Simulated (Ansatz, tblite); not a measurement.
Cost and result up the ladder for Cu(AsH3)(OH) (CuAsOH4) (7 atoms). The state is a singlet with charge 0. Geometry: PBE-D4/def2-TZVP.

```xyz
7

Cu    0.9166   -0.1377    0.4820
As   -1.0538    0.3181   -0.4877
H    -2.2320   -0.6343   -0.3309
H    -1.1643    0.4814   -1.9986
H    -1.8018    1.5911   -0.1164
O     2.4832   -0.3691    1.3164
H     2.8520   -1.2495    1.1352
```

Ansatz on 4 threads of Arm Neoverse V2 on a shared host; xTB runs through tblite on one thread. Times are rough, summed over both states, and most runs start from the orbitals of an earlier one. PBE0-D4/def2-TZVP serves as the yardstick here, not as an exact answer. The other state is a doublet.

The xTB rows come from tblite.

Raw xTB energies of ions are shifted by several eV.

```tsv
level	functions	wall time	vertical IE (eV)	difference from PBE0-D4/def2-TZVP (eV)
GFN2-xTB	26	0.006 s	13.17	4.87
GFN1-xTB	30	0.007 s	13.38	5.07
PBE-D4/def2-TZVP (with forces)	148	4.4 s	8.36	0.05
PBE0-D4/def2-TZVP	148	7.5 s	8.31	0.00
r2SCAN-D4/def2-TZVP	148	9.8 s	8.27	-0.04
```
